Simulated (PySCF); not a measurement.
# LiHg⁺: one state, many levels of theory

State: ¹Σ⁺ (singlet), closed shell. Set-up: basis Li cc-pVDZ, Hg cc-pVDZ-PP with ECP60; scalar-relativistic core potentials; PySCF 2.14. De refers to Li⁺ + Hg in their ground configurations, without counterpoise correction. A positive dipole points towards Hg; it is taken about the centre of mass and depends on that origin.

```json
{"Level": "RHF-MP2", "Re (Å)": "2.695", "ωe (cm⁻¹)": "247", "De (eV)": "0.52", "μ (D)": "n/a"}
{"Level": "RHF-SCS-MP2", "Re (Å)": "2.707", "ωe (cm⁻¹)": "245", "De (eV)": "0.52", "μ (D)": "n/a"}
{"Level": "RHF-CCSD", "Re (Å)": "2.725", "ωe (cm⁻¹)": "247", "De (eV)": "0.56", "μ (D)": "n/a"}
{"Level": "RHF-CCSD(T)", "Re (Å)": "2.723", "ωe (cm⁻¹)": "248", "De (eV)": "0.56", "μ (D)": "n/a"}
{"Level": "PBE", "Re (Å)": "2.702", "ωe (cm⁻¹)": "251", "De (eV)": "0.54", "μ (D)": "-9.38"}
{"Level": "PBEsol", "Re (Å)": "2.687", "ωe (cm⁻¹)": "251", "De (eV)": "0.54", "μ (D)": "-9.34"}
{"Level": "r²SCAN", "Re (Å)": "2.715", "ωe (cm⁻¹)": "243", "De (eV)": "0.51", "μ (D)": "-9.43"}
{"Level": "PBE0", "Re (Å)": "2.703", "ωe (cm⁻¹)": "253", "De (eV)": "0.55", "μ (D)": "-9.26"}
{"Level": "MN15", "Re (Å)": "2.741", "ωe (cm⁻¹)": "239", "De (eV)": "0.52", "μ (D)": "-9.67"}
{"Level": "M06-2X", "Re (Å)": "2.720", "ωe (cm⁻¹)": "239", "De (eV)": "0.53", "μ (D)": "-9.35"}
{"Level": "CAM-B3LYP", "Re (Å)": "2.689", "ωe (cm⁻¹)": "257", "De (eV)": "0.56", "μ (D)": "-9.18"}
```

Question: Which functional lies closest to RHF-CCSD(T) in De, which farthest, and by how much do they differ from it?

Answer: Closest is CAM-B3LYP (-3.4 pm in Re, +3.6 % in ωe, +0.00 eV in De against RHF-CCSD(T) in the same basis), farthest r²SCAN (-0.8 pm in Re, -2.0 % in ωe, -0.05 eV in De). CCSD(T) converges more slowly with the basis than the functionals do and binds too weakly in this one, so the order can change at the basis-set limit.

Question: What does the step from GGA to meta-GGA do here, going from PBE to r²SCAN?

Answer: r²SCAN less PBE: +1.3 pm in Re, -3.2 % in ωe, -0.03 eV in De. 

Question: What does the triples do here, going from RHF-CCSD to RHF-CCSD(T)?

Answer: RHF-CCSD(T) less RHF-CCSD: -0.2 pm in Re, +0.4 % in ωe, +0.00 eV in De. The bond shortens, as in weak, metallic or heavy-atom bonds, where dispersion and the correlation of outer-core electrons pull the atoms together.

Correlated steps freeze no core orbitals. Closed-shell solutions of metal pairs were not tested for spin polarisation, which can lower them a little. Correlated levels converge slowly with the basis: in double zeta they bind strong bonds too weakly, by up to about 1 eV, and carry superposition errors of some tenths. Spin–orbit coupling is left out. For an ion De counts to the pair picked by the measured ionisation energies or electron affinities, which need not be the lowest pair at this level.

The whole job (state search and all levels along the bond) took about 1.6 min on 1 thread of Intel Xeon Platinum 8488C (shared host), peak memory 0.63 GiB.
